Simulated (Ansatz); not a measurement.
`CC(C)[TeH]` + `CBN` → `CB(N)[TeH]` + `CCC`  (formal exchange of groups at a Te–C bond)

Calculated with Ansatz (gas phase, PBE0-D4/def2-TZVP geometries, no zero-point term in ΔE). CBS: MP2 limit from def2 TZ/QZ plus the TZ coupled-cluster correction, frozen cores. DFT in def2-TZVPP. def2 core potentials past Kr. For Te outer-core shells are correlated without core-valence functions, which leaves a few kJ/mol of doubt a bond. One conformer a species, not always the lowest.

`CC(C)[TeH]`:

Z-matrix (Å, degrees):
```
C
C 1 1.516
H 1 1.092 2 112.2
H 1 1.094 2 111.3 3 121.4
H 1 1.095 2 109.8 3 -119.8
C 2 1.513 1 112.6 3 178.3
Te 2 2.171 1 107.5 3 -58.3
H 2 1.091 1 109.7 3 55.0
H 6 1.091 2 112.0 1 -179.3
H 6 1.093 2 111.1 1 59.9
H 6 1.097 2 109.8 1 -59.5
H 7 1.659 2 93.7 1 -179.4
```

`CBN`:

```xyz
9

C     1.112    0.288   -0.254
B    -0.312    0.289    0.404
N    -1.295   -0.624    0.034
H     1.885    0.151    0.511
H     1.321    1.262   -0.710
H     1.254   -0.481   -1.018
H    -0.600    1.085    1.258
H    -2.212   -0.641    0.444
H    -1.153   -1.330   -0.669
```

`CB(N)[TeH]`:

Cartesian coordinates in Å:
```
C -0.446 0.554 1.274
B -0.009 -0.157 -0.055
N 0.606 0.531 -1.096
Te -0.402 -2.300 -0.232
H 0.040 0.103 2.144
H -0.205 1.621 1.275
H -1.524 0.457 1.439
H 0.899 0.111 -1.960
H 0.796 1.518 -1.037
H 0.246 -2.438 -1.753
```

`CCC`:

Z-matrix (Å, degrees):
```
C
C 1 1.519
H 1 1.094 2 111.1
H 1 1.094 2 111.1 3 119.5
H 1 1.093 2 111.7 3 -120.3
C 2 1.519 1 112.7 3 -59.7
H 2 1.095 1 109.5 3 178.2
H 2 1.095 1 109.5 3 62.4
H 6 1.094 2 111.0 1 59.7
H 6 1.093 2 111.7 1 -180.0
H 6 1.094 2 111.1 1 -59.7
```

**Question.** Is it downhill or uphill in electronic energy at CCSD(T)/CBS, and by how much? (An estimate is asked.)

**Answer.** The calculation gave: Downhill: ΔE = -78.9 kJ/mol.

**Question.** What do these levels give: r2SCAN-D4, ωB97M-V, PBE, PBE0, HF/def2-QZVPP, MP2/def2-QZVPP? (Best estimate.)

**Answer.** The calculation gave: r2SCAN-D4 -84.8, ωB97M-V -80.9, PBE -83.5, PBE0 -87.0, HF/def2-QZVPP -87.3, MP2/def2-QZVPP -79.1 kJ/mol.

Largest T1 diagnostic among the species: 0.011.

In def2-TZVPP, CCSD(T) changes the Hartree–Fock value by +9.0 kJ/mol (the triples alone add +1.6 kJ/mol) and MP2 by +8.6 kJ/mol. From PBE to PBE0 (25 % exact exchange), in def2-TZVPP and without D4, ΔE moves by −3.5 kJ/mol.
